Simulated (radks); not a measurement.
Problem. Pt+, 77 electrons, occupied as [Xe] 4f12 5d9 6p2 (not the ground configuration). All-electron calculation, scalar-relativistic Kohn-Sham, BLYP, spin-polarised, spherical densities, finite nucleus; open shells are filled with parallel spins first (spin-orbit coupling, left out, can overturn this in heavy ions); Fermi nuclear charge, rms radius 5.427 fm. Program: a radial shooting solver on a logarithmic mesh with Libxc functionals. Some entries of the table are withheld. Estimate them.

| orbital | occ. | eigenvalue (eV) | r(max) (bohr) |
|---|---|---|---|
| 1s up | 1 | -78446.88 | 0.01062 |
| 1s down | 1 | -78446.86 | 0.01062 |
| 2s up | 1 | -13819.77 | 0.06123 |
| 2s down | 1 | -13819.61 | 0.06123 |
| 2p up | 3 | -11986.85 | 0.05059 |
| 2p down | 3 | -11986.72 | 0.05059 |
| 3s up | 1 | -3284.998 | 0.1727 |
| 3s down | 1 | -3283.415 | 0.1726 |
| 3p up | 3 | -2751.007 | 0.1718 |
| 3p down | 3 | -2749.396 | 0.1717 |
| 3d up | 5 | -2170.353 | 0.1399 |
| 3d down | 5 | -2169.080 | 0.1399 |
| 4s up | 1 | -740.5449 | 0.3891 |
| 4s down | 1 | -737.7992 | 0.3891 |
| 4p up | 3 | -564.2206 | 0.4088 |
| 4p down | 3 | -561.5876 | 0.4088 |
| 4d up | 5 | -350.0960 | 0.4159 |
| 4d down | 5 | -347.5258 | 0.4160 |
| 5s up | 1 | -128.8009 | 0.8521 |
| 5s down | 1 | -127.3729 | 0.8532 |
| 4f up | 7 | -112.3692 | 0.3788 |
| 4f down | 5 | -109.7483 | 0.3793 |
| 5p up | 3 | -80.2676 | (1) |
| 5p down | 3 | -78.9948 | (2) |
| 5d up | 5 | -25.0123 | (3) |
| 5d down | 4 | -23.8753 | (4) |
| 6p up | 2 | -10.1102 | (5) |
| 6p down | 0 | -8.9082 | (6) |

Solution. 
(1) 5p up r(max) (bohr): 0.9503
(2) 5p down r(max) (bohr): 0.9519
(3) 5d up r(max) (bohr): 1.170
(4) 5d down r(max) (bohr): 1.173
(5) 6p up r(max) (bohr): 2.709
(6) 6p down r(max) (bohr): 2.723
